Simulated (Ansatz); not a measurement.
```yaml
crystal:
  periodic: [false, false, false]
  atoms:
    - {symbol: S, position_ang: [0.609062, 1.333072, -0.228151]}
    - {symbol: C, position_ang: [0.731118, -0.252060, 0.731712]}
    - {symbol: O, position_ang: [-0.284865, -1.105532, 0.433453]}
    - {symbol: Zn, position_ang: [-1.608704, -0.307476, -0.550973]}
    - {symbol: H, position_ang: [1.070155, 0.837876, -1.389551]}
    - {symbol: H, position_ang: [0.721001, 0.094987, 1.774908]}
    - {symbol: H, position_ang: [1.720066, -0.675319, 0.520044]}
    - {symbol: H, position_ang: [-2.865633, 0.017353, -1.347240]}
basis:
  gaussian: {orbitals: def2-SVPD}
hamiltonian: {xc: {name: revPBE0}}
output: {forces: true}
```

```sh
$ ansatz run in.yaml --threads 4 --pin off --events-out ev --progress --plain --max-ram 10444MiB
```

It prints (some lines left out):

```
Functional definition: revPBE0
1305 factors; integrals over basis functions are off by at most 1.0e-3 eV
mean field evaluation 1: about -62379.1465 eV, gradient 5.9e1 eV
mean field evaluation 2: about -62345.5726 eV, gradient 1.4e2 eV
mean field evaluation 4: about -62385.2162 eV, gradient 1.1e1 eV
mean field evaluation 8: about -62385.4753 eV, gradient 2.0e-1 eV
mean field evaluation 16: about -62385.4754 eV, gradient 6.3e-5 eV
mean field -62385.47543282 eV, -2292.6239357619 hartree, gradient 6.3e-5 eV, S^2 0.000000; 0 other end points of the search recorded, 0 dependent functions left out
reference -62385.47548737 eV, -2292.6239377669 hartree; 32, 32 occupied and 104, 104 virtual orbitals, 1305 factors
Total energy: -62385.47548737 eV, -2292.6239377669 hartree
Atom 0 at     0.609062     1.333072    -0.228151 Å, force    -0.093282     0.329664     0.033816 eV/Å
Atom 1 at     0.731118    -0.252060     0.731712 Å, force    -0.112285    -0.176093    -0.001548 eV/Å
Atom 2 at    -0.284865    -1.105532     0.433453 Å, force     0.125383    -0.128226     0.114119 eV/Å
Atom 3 at    -1.608704    -0.307476    -0.550973 Å, force    -0.205517     0.067889    -0.116690 eV/Å
Atom 4 at     1.070155     0.837876    -1.389551 Å, force     0.098259    -0.060869    -0.216616 eV/Å
Atom 5 at     0.721001     0.094987     1.774908 Å, force     0.012015     0.060720     0.261676 eV/Å
Atom 6 at     1.720066    -0.675319     0.520044 Å, force     0.256053    -0.110573    -0.024529 eV/Å
Atom 7 at    -2.865633     0.017353    -1.347240 Å, force    -0.080627     0.017488    -0.050228 eV/Å
Dipole moment:     0.170080     0.093252    -0.073583 e Å
```

Hardware: 4 threads of an INTEL XEON PLATINUM 8581C on a shared host. Wall time 1.4 s, peak host memory 0.45 GiB.
